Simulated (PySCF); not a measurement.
# [Pb(NH2)2]2+ at several levels of theory

Computed with PySCF 2.14.0 (density fitting, no spin-orbit coupling) at the geometry relaxed with TPSS:

```xyz
7
[Pb(NH2)2]2+ (singlet)
Pb    0.0355    0.7407    0.0132
N     0.1350   -0.2353    1.9826
H     0.6541    0.3361    2.6906
H    -0.8148   -0.4235    2.3835
N    -0.0636   -0.1630   -1.9899
H     0.8832   -0.3288   -2.4086
H    -0.5952    0.4284   -2.6713
```

```
 level                                              basis    state  HOMO (eV)  gap (eV)  charge on Pb1 (e)  dipole about the centre of mass (D)  largest force component (eV/Å)
  TPSS     Pb def2-SVP with ECP60, N def2-SVP, H def2-SVP  singlet     -18.39      1.26               1.32                                 0.79                            0.02
revPBE                                           the same  singlet     -18.34      1.14               1.31                                 0.82                            0.16
 M06-L                                           the same  singlet     -18.43      1.39               1.43                                 0.52                            0.32
r2SCAN                                           the same  singlet     -18.61      1.37               1.36                                 0.69                            0.24
  TPSS  Pb def2-TZVP with ECP60, N def2-TZVP, H def2-TZVP  singlet     -18.42      1.36               1.39                                 0.88                            0.45
  TPSS          Pb x2c-SVPall, N x2c-SVPall, H x2c-SVPall  singlet     -18.41      1.27               1.36                                 0.80                            0.23
```

Charges are Mulliken's, which hang on the basis. The relaxation used the grid (50, 194), these runs (75, 302) or, all-electron (x2c bases, spin-free X2C Hamiltonian), (99, 590).

What does HF with Pb def2-SVP with ECP60, N def2-SVP, H def2-SVP give here?

state singlet, HOMO (eV) -21.31, gap (eV) 8.42, charge on Pb1 (e) 1.47, dipole about the centre of mass (D) 0.16, largest force component (eV/Å) 1.16. Time: 3 s on 2 threads of Intel(R) Xeon(R) Processor @ 2.50GHz (Skylake/Cascade Lake), with other jobs on the host, from an already converged density.

In the first row's basis the gap widens with exact exchange: 1.1 to 1.4 eV for revPBE, TPSS, r2SCAN, M06-L (none); 8.4 eV for Hartree–Fock (rising or full at long range).

The relaxed state isn't the lowest spin state tried at its geometry. No frequency check is given that shows the relaxed geometry to be a minimum.
